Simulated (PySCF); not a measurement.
Fractional electron number in Ni²⁺ (nickel, charge +2)

The 3d beta orbital of [Ar] 3d8 is emptied in steps (occupation f), with all orbitals relaxed, ending at [Ar] 3d7. Calculation: PySCF 2.14, in aug-cc-pVTZ; the non-relativistic Hamiltonian (point nucleus). The exact energy is a straight line in f; departures are measured from the line between the end points of the same method.

```tsv
f	BHandHLYP (eV)	wB97X (eV)	CAM-B3LYP (eV)
1	0.000	0.000	0.000
0.8	-0.426	-0.509	-0.685
0.6	-0.652	-0.774	-1.039
0.4	-0.664	-0.784	-1.050
0.2	-0.450	-0.528	-0.708
0	0.000	0.000	0.000
```

For wB97X, how does the orbital energy at f = 1 compare with the removal energy?

−ε = 32.732 eV against a total-energy difference of 35.867 eV. By Janak's theorem ε = ∂E/∂f, so the gap between them reflects the curvature. Along the path −ε is 33.921 (f = 0.8), 35.172 (f = 0.6), 36.476 (f = 0.4), 37.823 (f = 0.2) eV.

| method | E(f=0) − E(f=1) (eV) | −ε at f=1 (eV) | −ε at f=0.4 (eV) |
| --- | --- | --- | --- |
| BHandHLYP | 35.563 | 32.953 | 36.057 |
| wB97X | 35.867 | 32.732 | 36.476 |
| CAM-B3LYP | 36.243 | 32.013 | 37.063 |

Reference removal energy between the ground levels: 35.187 ± 0.019 eV (measured; NIST Atomic Spectra Database, ionization energies). The calculation has no spin-orbit coupling. The determinant left behind need not be the lowest term of the ion.
